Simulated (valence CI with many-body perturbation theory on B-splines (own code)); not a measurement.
Values are calculated unless marked as measured or tabulated.
# Ta⁺: input, log and results

The program does CI of the valence electrons with many-body perturbation theory for a frozen closed Dirac-Fock core.

Command, and the settings that its task file holds:

```sh
python run_cv.py task.json out
```

```
atom Ta  Z=73  mass_number=181  rms_radius_fm=5.3507
core [Xe] 4f14
valence 5s4
avg = 1
basis = S
breit = 1
cap = 10000
capref = 1200
cscale = 1
de = 0.0
dress = 0
eps = 2e-08
extrap = 1
h = 0.27
hh = 1
l2 = 3
lcore = 6
maxit = 60
n2 = 5
natural = 1
nlev = 20
nno = [3, 3, 3, 3, 1]
nroot = 26
nsp = [3, 3, 2, 2, 0]
pt2 = 1
qed = 1
rpa = 1
s1 = 1
s2 = 1
s3 = 1
screen = 1
tol = 2e-05
whole = 1
```

What became of the run, and why?

It gave no result: a shell was given more electrons than it holds. The program said: "a valence shell holds more than 4l+2 electrons".
